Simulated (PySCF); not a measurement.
Geometry (Å), atoms numbered from 1 in this order:
```xyz
5

W     0.048    0.091    0.055
O    -0.065   -0.153    1.773
O     1.722    0.271   -0.385
O    -0.808    1.543   -0.371
Cl   -0.897   -1.752   -1.071
```

Total charge -1.

Geometry: PBE0-D3(BJ)/def2-SVP; GIAO absolute shieldings from PySCF, gas phase, scalar relativity only through the core potential, averaged over equivalent atoms.

At KT2/pcSseg-1 (def2-TZVP on W) (115 basis functions, 11 s wall time on 1 thread of an Arm Neoverse V1, shared host):
```tsv
atoms	σ (ppm)
O2/O3/O4	-358.2
Cl5	942.9
```

Question: Estimate the result of repeating the calculation with PBE0/pcSseg-1 (def2-TZVP on W).

Answer: 
```
   atoms  σ at PBE0/pcSseg-1 (def2-TZVP on W)  change
O2/O3/O4                               -402.3   -44.1
     Cl5                                956.8   +13.9
```

The largest change is at O2/O3/O4 (oxygen bonded to W). Cost: 115 basis functions, 6.8 s wall time on 1 thread of an Arm Neoverse V1, shared host.

W is described by an effective core potential, so it has no shielding of its own here; spin–orbit effects on the atoms bonded to it, which can be large, are absent, and the values of these neighbours are rough.
